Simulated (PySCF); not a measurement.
Isomers of C2H8O3Si3. Method used: TDDFT wB97X-D/def2-SVPD, vertical, gas phase, core orbitals frozen in the response (PySCF 2.14.0, density-fitted response routines). Geometries: GFN2-xTB; one conformer of each isolated species. Triplets are in the Tamm–Dancoff approximation. 'Strongest' means the level of largest summed f among the lowest 8 singlets; it needn't be the same kind of state in each.

Question: Rank by computed lowest singlet excitation energy, lowest first.
A. `C#C[Si@@H](O[SiH3])O[SiH2]O`
B. `C#C[Si@@](O)(O[SiH3])[SiH2]O`
C. `O[Si](O[SiH3])(O)C#C[SiH3]`
D. `[SiH3]OC1=CO[SiH2][SiH2]O1`
E. `OC([Si@@H]1C[SiH2][SiH2]O1)=O`

Answer: D (4.13 eV), E (4.95 eV), C (5.74 eV), B (6.00 eV), A (6.19 eV).

```csv
SMILES,S1 (eV),strongest (eV),gap (eV),HOMO (eV),LUMO (eV),S1 mainly
[SiH3]OC1=CO[SiH2][SiH2]O1,4.13,6.73,8.24,-7.61,0.62,H→L (94%)
O=C(O)[Si@@H]1C[SiH2][SiH2]O1,4.95,7.20,10.54,-9.60,0.94,H→L (76%)
O[Si](O)(C#C[SiH3])O[SiH3],5.74,8.15,11.32,-10.10,1.23,H→L (52%)
C#C[Si@@](O)(O[SiH3])[SiH2]O,6.00,6.75,10.58,-9.74,0.83,H→L (57%)
C#C[Si@@H](O[SiH3])O[SiH2]O,6.19,8.23,11.79,-10.22,1.57,H→L (50%)
```

H and L stand for HOMO and LUMO.

- `[SiH3]OC1=CO[SiH2][SiH2]O1`: Löwdin shares by element: HOMO carbon 50%, oxygen 32% or more (atoms not listed hold the other 19%); LUMO silicon 58% or more, oxygen 13% or more (atoms not listed hold the other 29%).
- `O=C(O)[Si@@H]1C[SiH2][SiH2]O1`: Löwdin shares by element: HOMO oxygen 55% or more, carbon 14% or more, silicon 9% or more (atoms not listed hold the other 22%); LUMO oxygen 29% or more, carbon 27% or more, silicon 14% or more (atoms not listed hold the other 30%).
- `O[Si](O)(C#C[SiH3])O[SiH3]`: Löwdin shares by element: HOMO (one of a set within 0.03 eV) carbon 74%, silicon 7% or more, oxygen 6% or more; LUMO carbon 55%, silicon 23% or more (atoms not listed hold the other 22%).
- `C#C[Si@@](O)(O[SiH3])[SiH2]O`: Löwdin shares by element: HOMO silicon 37% or more, oxygen 29% or more (atoms not listed hold the other 34%); LUMO silicon 39% or more, carbon 16% (atoms not listed hold the other 45%).
- `C#C[Si@@H](O[SiH3])O[SiH2]O`: Löwdin shares by element: HOMO carbon 73%, oxygen 13% or more; LUMO carbon 42%, silicon 27% or more (atoms not listed hold the other 32%).
